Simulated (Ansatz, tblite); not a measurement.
Removing an electron: BMe2(OH) (C₂H₇BO). Charge 0, multiplicity 1. Geometry: PBE0-D4/def2-SVP. Ansatz, gas phase; energy differences of separate SCF runs; the oxidised species was run as a doublet alone.

Cartesian coordinates in Å:
```
B -0.2976 -0.1710 0.2074
C 1.0642 -0.8296 0.6443
H 1.6841 -1.1085 -0.2231
H 0.9234 -1.7127 1.2838
H 1.6578 -0.0915 1.2125
C -0.3570 0.9636 -0.8934
H -1.3452 1.4354 -1.0202
H -0.0617 0.5415 -1.8699
H 0.3763 1.7585 -0.6791
O -1.4262 -0.6206 0.8207
H -2.2183 -0.1651 0.5170
```

The xTB rows come from tblite.

| level | −HOMO (eV) | vertical IE (eV) | −LUMO (eV) | HOMO–LUMO gap (eV) |
| --- | --- | --- | --- | --- |
| GFN1-xTB | 12.02 | 15.38 | 5.63 | 6.39 |
| GFN2-xTB | 10.81 | 14.15 | 4.92 | 5.89 |
| PBE-D4/def2-TZVP | 6.95 | 10.29 | 0.34 | 6.61 |
| r2SCAN-D4/def2-TZVP | 7.24 | 10.40 | -0.08 | 7.32 |
| PBE0-D4/def2-TZVP | 8.39 | 10.63 | -0.67 | 9.06 |

Relaxing the oxidised species (PBE0-D4/def2-SVP) changes its energy by -0.77 eV at PBE0-D4/def2-TZVP, so the adiabatic ionisation energy to this nearest minimum is 9.86 eV. At PBE-D4/def2-TZVP it is 9.66 eV.   Raw xTB energy differences between charge states are shifted by several eV; the methods need an empirical correction for them.
